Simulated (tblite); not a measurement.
Species: C4H11FOSi.
Numbering: `[CH3:1][O:2][SiH2:3][CH2:4][CH2:5][CH2:6][F:7]` (hydrogens: H8, H9, H10 on C1; H11, H12 on Si3; H13, H14 on C4; H15, H16 on C5; H17, H18 on C6)

Computed with GFN2-xTB (tblite), gas phase: nudged elastic band of 9 images (0 to 8), spring 0.2 eV/Å², climbing image at the end, force threshold 0.05 eV/Å. No saddle search or frequency run followed, so the top image need not be a first-order saddle, and its height can exceed the method's true barrier by a kcal/mol or more.

The band describes a rotation about C5–C6 (chain CH2 carbon, sp3 C–F carbon), followed by the dihedral C4–C5–C6–F7, from the optimised start (-178°) to a second optimised geometry at -66°.

Question: Give the energy profile along the converged band.

Answer: 
```csv
image,dihedral (°),E (kJ/mol),C5–C6 (Å),C4···F7 (Å),largest true force (eV/Å)
0,-178,0.00,1.521,3.72,0.01
1,-163,1.73,1.524,3.71,0.05
2,-149,4.68,1.527,3.67,0.06
3,-136,7.62,1.530,3.61,0.05
4,-122,9.17,1.532,3.52,0.04
5,-108,8.54,1.530,3.40,0.05
6,-95,6.16,1.528,3.27,0.05
7,-81,3.35,1.524,3.13,0.04
8,-66,1.76,1.522,2.97,0.01
```

Barriers of this band. The top is image 4 at -122°: 9.17 kJ/mol forward and 7.41 kJ/mol back; the end lies 1.76 kJ/mol above the start. The central bond is 0.011 Å longer at the top than at the start.

Question: What rate follows at 298 K for crossing this barrier forward?

Answer: Taking the electronic barrier for the free energy of activation (no zero-point or entropy terms, transmission 1), rate = (kT/h)·exp(−ΔE/kT) ≈ 2 × 10^11 s⁻¹, whose inverse is 7 × 10^-12 s. An error of 1 kcal/mol in the barrier changes this by a factor of 5, and the method and the loose band can each miss by that much or more. The barrier is only 3.7 kT, where transition-state theory is rough.

Question: How would the two end points share their population at 298 K, from these energies alone?

Answer: exp(−ΔE/kT) with ΔE = 0.018 eV gives 0.5 for the higher one (end) against 1 for the lower, without vibrational, rotational or degeneracy terms. GFN2-xTB can put conformers this close in the wrong order.

Question: How long is the path, and how are the images spaced?

Answer: Cartesian distances between aligned neighbours (all atoms, Å): 0.48, 0.43, 0.43, 0.43, 0.43, 0.43, 0.43, 0.50; the sum is 3.55 Å, and the top lies 50 % of the way along.

What follows is the cost of the whole band run. The run took 11 s wall, 6.9 s CPU on one thread, Intel Xeon at 2.50 GHz (x86_64), shared host, and the process peaked at 0.18 GiB of memory.
